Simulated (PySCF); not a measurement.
## Dipole response of Ti²⁺ (titanium, charge +2)

[Ar] 3d2, high-spin 3F determinant. All numbers are calculated (PySCF 2.14, scalar relativity by spin-free X2C-1e, in x2c-QZVPPall with one added diffuse shell each of s, p, d, f, g type (12s8p6d4f3g, 121 functions)). Coupled (time-dependent) response in atomic units; α is the mean over directions.

| method | mean α (bohr³) | C₆ (like pair) | S(−4) |
| --- | --- | --- | --- |
| PBEsol | 5.293 | 15.77 | 26.56 |

S(−4) is the Cauchy moment in α(ω) = α(0) + S(−4) ω² + …

α(iu) at PBEsol:

```
u (hartree)  α(iu) (bohr³)
          0          5.293
     0.0500          5.228
      0.100          5.052
      0.200          4.534
      0.300          4.013
      0.500          3.227
      0.750          2.575
       1.00          2.110
       1.50          1.478
       2.00          1.076
       3.00         0.6295
       5.00         0.2859
```

A single London oscillator, α(iu) = α/(1 + u²/ω²), gives C₆ = (3/4) ω α². Matching the computed C₆ needs ω = 4 × 15.77 / (3 × 5.293²) = 0.751 hartree.

For an ion, C₆ is the dispersion term alone; charge-induced terms of lower order in 1/R come first.
